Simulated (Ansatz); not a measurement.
Geometry optimisation of Ag₂H₂.

```yaml
crystal:
  periodic: [false, false, false]
  atoms:
    - {symbol: Ag, position_ang: [-1.616530, -1.152150, -0.340500]}
    - {symbol: Ag, position_ang: [0.645090, 0.322910, 0.192240]}
    - {symbol: H, position_ang: [2.055040, 0.568840, 0.803870]}
    - {symbol: H, position_ang: [-1.083600, 0.260400, -0.655620]}
basis:
  gaussian: {orbitals: def2-TZVP}
hamiltonian: {xc: pbe0, dispersion: d4}
scf: {omitted_lower_state_checks: [starts]}
output: {orbitals: {seedname: orbitals}}
relax: {f_tol: 0.02, max_steps: 100}
```

```sh
$ ansatz run in.yaml --threads 4 --pin off --events-out ev --progress --plain --max-ram 3916MiB
```

Output, abridged:

```
Functional definition: PBE0
mean field -8030.95734141 eV, -295.1322387183 hartree, gradient 8.4e-5 eV, S^2 0.000000; 0 other end points of the search recorded, 0 dependent functions left out
relax step   1: F+E_penalty+E_count = -8031.03525099 eV  Δ(F+E_penalty+E_count) = +0.000e0 eV  max|allowed force component| = 1.645e0 eV/Å  Δτ_max = 0.0000 Å  (26 SCF iters, accepted)
mean field -8031.11854778 eV, -295.1381629433 hartree, gradient 1.4e-5 eV, S^2 0.000000; 0 other end points of the search recorded, 0 dependent functions left out
relax step   2: F+E_penalty+E_count = -8031.19549391 eV  Δ(F+E_penalty+E_count) = -1.602e-1 eV  max|allowed force component| = 5.408e-1 eV/Å  Δτ_max = 0.0577 Å  (32 SCF iters, accepted)
mean field -8031.14923958 eV, -295.1392908460 hartree, gradient 1.2e-5 eV, S^2 0.000000; 0 other end points of the search recorded, 0 dependent functions left out
relax step   3: F+E_penalty+E_count = -8031.22659251 eV  Δ(F+E_penalty+E_count) = -3.110e-2 eV  max|allowed force component| = 8.233e-2 eV/Å  Δτ_max = 0.0503 Å  (33 SCF iters, accepted)
mean field -8031.15051498 eV, -295.1393377162 hartree, gradient 1.4e-5 eV, S^2 0.000000; 0 other end points of the search recorded, 0 dependent functions left out
relax step   4: F+E_penalty+E_count = -8031.22787308 eV  Δ(F+E_penalty+E_count) = -1.281e-3 eV  max|allowed force component| = 1.740e-2 eV/Å  Δτ_max = 0.0150 Å  (34 SCF iters, accepted)
mean field -8031.15056818 eV, -295.1393396711 hartree, gradient 1.5e-5 eV, S^2 0.000000; 0 other end points of the search recorded, 0 dependent functions left out
relax step   5: F+E_penalty+E_count = -8031.22809069 eV  Δ(F+E_penalty+E_count) = -2.176e-4 eV  max|allowed force component| = 2.774e-2 eV/Å  Δτ_max = 0.0267 Å  (34 SCF iters, accepted)
mean field -8031.15079781 eV, -295.1393481099 hartree, gradient 1.7e-5 eV, S^2 0.000000; 0 other end points of the search recorded, 0 dependent functions left out
relax step   6: F+E_penalty+E_count = -8031.22830900 eV  Δ(F+E_penalty+E_count) = -2.183e-4 eV  max|allowed force component| = 2.673e-3 eV/Å  Δτ_max = 0.0107 Å  (35 SCF iters, accepted)
mean field -8031.15079781 eV, -295.1393481099 hartree, gradient 1.7e-5 eV, S^2 0.000000; 0 other end points of the search recorded, 0 dependent functions left out
Total energy: -8031.22834634 eV, -295.1421979660 hartree
Atom 0 at    -1.591905    -1.234923    -0.293806 Å, force    -0.001298    -0.001207    -0.000151 eV/Å
Atom 1 at     0.575988     0.383029     0.132776 Å, force    -0.002583    -0.000520    -0.001271 eV/Å
Atom 2 at     2.063467     0.509012     0.832700 Å, force     0.002673     0.000828     0.001104 eV/Å
Atom 3 at    -1.047550     0.342882    -0.671681 Å, force     0.001208     0.000900     0.000318 eV/Å
Dipole moment:    -1.175859    -0.769187    -0.276185 e Å
Checks for a lower state left out: starts
```

Run time 6 s (4 threads of Arm Neoverse V2 on a shared host).

In the def2 sets Ag takes a core potential; there is no spin–orbit coupling. The structure comes from a short search, and lower isomers may exist.
